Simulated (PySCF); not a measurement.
ZrH4, SMILES [ZrH4], multiplicity 1.

Geometry optimised at r2SCAN-D4/def2-TZVPD. The spin state was assumed, not searched. The def2 effective core potentials stand for the cores of Zr; spin–orbit coupling is left out.

The numbers are results of PySCF with TDA-B3LYP/def2-TZVPD, not measurements.

Vertical excitations; the highest root listed may be one member of a degenerate set. The molecule is in vacuum. State labels are in the subgroup D2.

```json
[
 {"state": "S1", "symmetry": "B1", "energy (eV)": "3.95", "λ (nm)": "314", "f": "0.000", "main pairs": "HOMO−1→LUMO, HOMO−1→LUMO+1 (degenerate set)"},
 {"state": "S2", "symmetry": "B3", "energy (eV)": "3.95", "λ (nm)": "314", "f": "0.000", "main pairs": "HOMO→LUMO, HOMO→LUMO+1 (degenerate set)"},
 {"state": "S3", "symmetry": "B2", "energy (eV)": "3.95", "λ (nm)": "314", "f": "0.000", "main pairs": "HOMO−2→LUMO+1 (degenerate set)"},
 {"state": "S4", "symmetry": "B1", "energy (eV)": "4.25", "λ (nm)": "292", "f": "0.005", "main pairs": "HOMO−1→LUMO+1, HOMO−1→LUMO (degenerate set)"},
 {"state": "S5", "symmetry": "B3", "energy (eV)": "4.25", "λ (nm)": "292", "f": "0.005", "main pairs": "HOMO→LUMO+1, HOMO→LUMO (degenerate set)"},
 {"state": "S6", "symmetry": "B2", "energy (eV)": "4.25", "λ (nm)": "292", "f": "0.005", "main pairs": "HOMO−2→LUMO (degenerate set)"},
 {"state": "S7", "symmetry": "A", "energy (eV)": "5.01", "λ (nm)": "247", "f": "0.000", "main pairs": "HOMO−3→LUMO, HOMO−2→LUMO+4 (degenerate set)"},
 {"state": "S8", "symmetry": "A", "energy (eV)": "5.01", "λ (nm)": "247", "f": "0.000", "main pairs": "HOMO−3→LUMO+1 (degenerate set)"},
 {"state": "S9", "symmetry": "B2", "energy (eV)": "5.07", "λ (nm)": "245", "f": "0.000", "main pairs": "HOMO→LUMO+2, HOMO−1→LUMO+3 (degenerate set)"},
 {"state": "S10", "symmetry": "B1", "energy (eV)": "5.07", "λ (nm)": "245", "f": "0.000", "main pairs": "HOMO−2→LUMO+3, HOMO→LUMO+4 (degenerate set)"},
 {"state": "T1", "symmetry": "B3", "energy (eV)": "3.66", "λ (nm)": "339", "f": "0", "main pairs": "HOMO→LUMO, HOMO→LUMO+1 (degenerate set)"},
 {"state": "T2", "symmetry": "B1", "energy (eV)": "3.66", "λ (nm)": "339", "f": "0", "main pairs": "HOMO−1→LUMO, HOMO−1→LUMO+1 (degenerate set)"},
 {"state": "T3", "symmetry": "B2", "energy (eV)": "3.66", "λ (nm)": "339", "f": "0", "main pairs": "HOMO−2→LUMO+1 (degenerate set)"},
 {"state": "T4", "symmetry": "B1", "energy (eV)": "3.70", "λ (nm)": "335", "f": "0", "main pairs": "HOMO−1→LUMO+1 73 %, HOMO−1→LUMO 24 %"}
]
```
Triplets are in the Tamm–Dancoff approximation.
